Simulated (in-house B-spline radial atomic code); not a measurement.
Ho III (Ho2+) is squeezed into an impenetrable sphere of radius R (the orbitals vanish at R). Level of theory: Dirac-Hartree-Fock, average of configuration, Fermi nucleus of rms radius 5.2022 fm; calculated with a radial B-spline atomic code at the basis-set limit.

Energies in eV above the free ion in [Xe] 4f11:

```tsv
R (bohr)	highest level (eV)	[Xe] 4f11	[Kr] 4d10 4f11 5s2 5p5 5d1	[Kr] 4d10 4f12 5s2 5p5
7.29	-26.6	0.0001556	26.7	27.97
6.09	-26.6	0.003326	26.79	27.98
5.31	-26.6	0.02588	27.03	28.01
4.2	-26.1	0.5063	28.57	28.62
3.89	-25.7	1.164	29.89	29.37
3.02	-21.4	11.98	44.73	40.61
2.72	-17.4	26.87	62.42	55.47
2.23	-3.71	102.8	146.5	129.3
1.71	37	465	527.4	473
1.4	143	1265	1347	1224
```

Does [Kr] 4d10 4f11 5s2 5p5 5d1 fall below [Xe] 4f11 under compression?

No, it stays above over the whole range.

Does [Kr] 4d10 4f12 5s2 5p5 fall below [Xe] 4f11 under compression?

Yes, between R = 1.71 and 1.4 bohr the order changes (near 1.66 bohr by linear interpolation).

The highest level is first positive in the row R = 1.71 bohr, pushed up by confinement above the zero of the free ion's potential. Each configuration is held fixed and needn't be the lowest in the sphere.
